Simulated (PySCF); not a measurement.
Several structures and their simulated spectra, in scrambled order.

A. `C(/[SiH2]C)=C/[SiH2]N(C)C`
B. `C=C[Si@H](Cl)C1=C(Cl)CC1`
C. 3-Chlorobenzonitrile (N#Cc1cccc(Cl)c1)

Spectrum 1. $^{1}$H NMR (500 MHz, computed): δ 6.56 (m, 1H), 6.37 (m, 1H), 6.21 (m, 1H), 5.74 (d, 1H), 2.94 (m, 1H), 2.92 (m, 1H), 2.63 (m, 1H), 2.50 (m, 1H). $^{13}$C{$^{1}$H} NMR (computed): δ 158.2 (C), 150.9 (C), 144.2 (CH2), 142.6 (CH), 41.1 (CH2), 28.9 (CH2).

Spectrum 2. $^{1}$H NMR (500 MHz, computed): δ 7.72 (m, 1H), 7.36 (m, 1H), 4.90 (d, 2H), 4.46 (m, 2H), 2.59 (s, 6H), 0.18 (t, 3H). $^{13}$C{$^{1}$H} NMR (computed): δ 161.8 (CH), 156.1 (CH), 41.1 (CH3), -5.4 (CH3).

Spectrum 3. $^{1}$H NMR (500 MHz, computed): δ 7.92 (s, 1H), 7.79 (m, 1H), 7.79 (m, 1H), 7.70 (m, 1H). $^{13}$C{$^{1}$H} NMR (computed): δ 147.4 (C), 140.2 (CH), 138.9 (CH), 137.5 (CH), 135.7 (CH), 123.5 (C), 119.2 (C).

PySCF calculation with coordinates at the GFN2-xTB level and GIAO PBE0/pcSseg-1 shieldings; one conformer, no relativistic terms, equivalent nuclei averaged, no solvent.

Scale: $^{1}$H and $^{13}$C vs TMS (reference shieldings calculated alike). Where no couplings were computed, multiplicities follow the n + 1 count of equivalent neighbours, and m marks all less simple cases (inequivalent or close neighbours, rings, F or P nearby). Shifts are as computed. Against solution values, carbons near 30 ppm lie about +3 ppm off and those near 130 ppm about +5 ppm; carbons on Cl a further +6 ppm. Of 1211 compounds with measured shifts, 218 miss one by over three times the rms of a fit or turn the order of signals round; such compounds aren't used in these exercises. Carbons bonded to Cl come out too deshielded.

Q: Match each spectrum to its structure.

A: 1–B, 2–A, 3–C.

- Spectrum 1 (B): 6 $^{13}$C signals; δC 158.2 is a fully substituted alkene carbon; δC 150.9 is a fully substituted alkene carbon.
- Spectrum 2 (A): 4 $^{13}$C signals; δC 161.8 is an alkene CH; δC 156.1 is an alkene CH.
- Spectrum 3 (C): 7 $^{13}$C signals; δC 138.9 is an aromatic CH; δC 137.5 is an aromatic CH.
